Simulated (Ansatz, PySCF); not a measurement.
Reaction (SMILES): F[Si](F)(I)I -> F atom + F[Si](I)I (the F-Si bond at the site shown breaks; other sites are not compared here)
Structures are relaxed separately at B3LYP-D3(BJ)/def2-TZVP in Ansatz (a program for electronic structure). Frequencies are from Ansatz or PySCF.

Quantity: bond dissociation energy (0 K, with B3LYP-D3(BJ) harmonic zero-point energies), in eV. Cores are frozen in the correlated levels unless marked. UHF or UKS for open shells. Spin-orbit coupling is left out. The frozen core is the preceding noble-gas configuration, with the filled d and f shells of earlier blocks. In def2 rows, elements after Kr have scalar-relativistic effective core potentials. STO-3G rows are all-electron and non-relativistic. CBS(X,Y): correlation extrapolated as X^-3; Hartree-Fock from the larger set.

```
level                                      program  bond dissociation energy (eV)  minus last row
----------------------------------  --------------  -----------------------------  --------------
HF/STO-3G                                   Ansatz                           2.96           -3.64
SVWN5/def2-TZVPD                            Ansatz                           7.25            0.65
PBE0-D3(BJ)/def2-TZVP               Ansatz + dftd3                           6.22           -0.38
PBE0/def2-TZVPD                             Ansatz                           6.18           -0.42
BHLYP/def2-TZVPD                            Ansatz                           6.04           -0.56
CAM-B3LYP-D3(BJ)/def2-TZVPD         Ansatz + dftd3                           6.42           -0.18
LC-wPBE-D4/def2-TZVPD               Ansatz + dftd4                           6.49           -0.11
LC-wPBE/def2-TZVPD                          Ansatz                           6.44           -0.16
wB97M-V/def2-TZVPD                          Ansatz                           6.50           -0.10
wB97X-V/def2-TZVPD                          Ansatz                           6.48           -0.12
B2GP-PLYP-D3(BJ)/def2-TZVPD         Ansatz + dftd3                           6.39           -0.21
B2GP-PLYP-D4/def2-TZVPD             Ansatz + dftd4                           6.42           -0.18
B2PLYP-D4/def2-TZVPD                Ansatz + dftd4                           6.38           -0.22
PBE-QIDH/def2-TZVPD                         Ansatz                           6.38           -0.22
RPA@PBE/def2-TZVPP                          Ansatz                           5.90           -0.70
MP2/def2-SVP                                Ansatz                           6.27           -0.33
RI-MP2/def2-QZVPP                           Ansatz                           6.90            0.30
SCS-MP2/def2-TZVPP                          Ansatz                           6.60            0.00
CCSD/STO-3G                                 Ansatz                           3.55           -3.05
CCSD/def2-SVP                               Ansatz                           5.89           -0.71
CCSD(T)/CBS(def2-TZVPP,def2-QZVPP)          Ansatz                           6.60            0.00
```
